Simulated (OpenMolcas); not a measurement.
## Zr2+: terms and fine structure

```
Program             : OpenMolcas 26.06
Method              : SS-CASPT2, IPEA 0.25 Eh, imaginary shift 0.1 Eh (closed shells correlated: 4s 4p)
Basis               : ANO-RCC-VTZP [7s6p4d2f1g]
Scalar Hamiltonian  : DKH2, point nucleus
Active space        : 2 electrons in 5 orbitals (4d)
State averaging     : 2S+1 = 3 even, 10 roots; 2S+1 = 1 even, 15 roots kept (CI in the orbitals of an earlier block)
Spin-orbit coupling : RASSI with atomic mean-field integrals over the reference wave functions, term energies averaged over their components
```

With spin-orbit coupling, above the lowest level:

```tsv
Configuration	Term	J	E (cm-1)	Measured (cm-1)	Term weight %	Second
4d2	3F	2	0.0	0.0	99	
4d2	3F	3	698	681	100	
4d2	3F	4	1512	1486	100	
4d2	1D	2	5480	5742	96	2 3P
4d2	3P	0	8550	8062	100	
4d2	3P	1	8820	8326	100	
4d2	3P	2	9330	8838	98	2 1D
4d2	1G	4	11650	11049	100	
4d2	1S	0	24090	23979	100
```

Against the 8 measured excited levels shown (Moore, Atomic Energy Levels, vol. II, NSRDS-NBS 35 (1971 reprint of NBS Circular 467, 1952); NIST levels as listed in Rynkun, Gaigalas and Jonsson, Astron. Astrophys. 637, A10 (2020)) the mean absolute deviation is 310 cm-1; the largest miss in energy is 4d2 1G4: computed 11650, measured 11049 cm-1 (+5.4 %).

Spin-orbit coupling puts the lowest level 906 cm-1 below the lowest spin-free term.

For 3F the intervals divided by the larger J are 232.8, 203.3 cm-1. Landé's interval rule makes them equal in pure LS coupling; they differ by 14 % of their mean. The multiplet is regular.

Term energies are means over components that CASPT2 splits; among the terms shown or strongly mixed into the levels shown the widest spread is 480 cm-1 (4d2 3F). Levels of configurations with an s electron are missing; early in the row they begin among the upper levels of the d shell and mix with terms of their name. Terms from blocks run as CI alone lack orbitals of their own. Measured partners are found by configuration, term and J. A level has none where our copy of the source lacks it or the pairing is in doubt (some pairs that miss far off the trend of their configuration count as doubtful), and it then counts in no deviation. Only configurations of the active space appear.

The term weight is that of the spin-free term in the level, not the purity of its configuration.
